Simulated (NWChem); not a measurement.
BeBrF; SMILES [F][Be][Br]

Program: NWChem. Pople sets run with spherical d functions. STO-3G and 3-21G are far too small for this property and stand as cheap habits. Coordinates come from a PBE0/def2-SVP optimisation. Field at 589 nm.

For level B3LYP/6-31G*:

```
Property                          Value
--------------------------------  -----
isotropic polarisability (bohr³)   25.9
anisotropy (bohr³)                 18.7
```

Estimate the same quantities for level B3LYP/STO-3G.


- isotropic polarisability (bohr³): 13.6
- anisotropy (bohr³): 22.2
